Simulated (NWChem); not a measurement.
Species: BaCl, doublet; SMILES [Cl][Ba]

```xyz
2

Ba     0.0000     0.0000    -0.6356
Cl     0.0000     0.0000     2.0936
```
Atoms are numbered in this order, from 1.

All runs: NWChem. Spin-unrestricted. Structure relaxed at the PBE0/def2-SVP, spin-unrestricted level. The spin multiplicity was typed, not searched, and may not be the lowest. No stability test was run on the SCF state. def2 effective core potentials on Ba; no spin-orbit coupling.

Question: Predict the results for B3LYP/def2-TZVP. Quantities: highest occupied level (eV); lowest empty minus highest occupied level, either spin (eV); dipole (D); <S²>.

Answer: The highest occupied level (eV) is -3.62 and the lowest empty minus highest occupied level, either spin (eV) is 1.35. The dipole (D) is 5.46 and the <S²> comes out as 0.750.
